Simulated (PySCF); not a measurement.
# Frontier levels across methods

Compound: trimethylborane, C3H9B.
Geometry (PBE0-D3(BJ)/def2-SVP, Å), atoms numbered from 1 in this order:
```
atom  x, y, z in Å
C1    -0.2951    1.5534    0.0995
B2    -0.0066    0.0063    0.0797
C3     1.4708   -0.5221    0.2197
C4    -1.1871   -1.0222   -0.0751
H5     0.3895    2.1042   -0.5673
H6    -0.0556    1.9176    1.1174
H7    -1.3324    1.8446   -0.1220
H8     2.2567    0.2432    0.1386
H9     1.6792   -1.3315   -0.5007
H10    1.5630   -0.9972    1.2149
H11   -1.4255   -1.0391   -1.1575
H12   -0.9505   -2.0567    0.2156
H13   -2.1153   -0.6995    0.4231
```

Basis pcSseg-2 throughout (PySCF), one geometry. Geometry: PBE0-D3(BJ)/def2-SVP; no solvent, vibrations or thermal averaging.

How do the orbital energies and the gap change with the method?

| method | kind | HOMO (eV) | LUMO (eV) | gap (eV) | SCF cycles |
| --- | --- | --- | --- | --- | --- |
| B97-2 | global hybrid | -8.24 | -0.15 | 8.08 | 11 |
| BHandHLYP | global hybrid | -9.83 | 0.94 | 10.77 | 10 |
| CAM-B3LYP | range-separated hybrid | -9.95 | 0.97 | 10.92 | 10 |
| wB97X-D | range-separated hybrid | -10.41 | 1.76 | 12.16 | 11 |
| LC-wPBE | range-separated hybrid | -11.30 | 2.18 | 13.48 | 10 |
| HF | Hartree–Fock | -11.88 | 2.49 | 14.37 | 8 |

The HOMO spans 3.64 eV, from B97-2 down to HF, and the gap runs from 8.08 eV (B97-2) to 14.37 eV (HF). Over the methods B97-2 (21 %), BHandHLYP (50 %), HF (100 %), a straight line through the gap against the share of exact exchange rises by 0.79 eV for each 10 % (correlation coefficient 0.998). The dipole is below 0.03 D at every level.

The vertical ΔSCF ionisation energy at CAM-B3LYP/def2-SVPD is 10.85 eV; −ε(HOMO) comes closest to it with LC-wPBE (11.30 eV) and wB97X-D (10.41 eV).
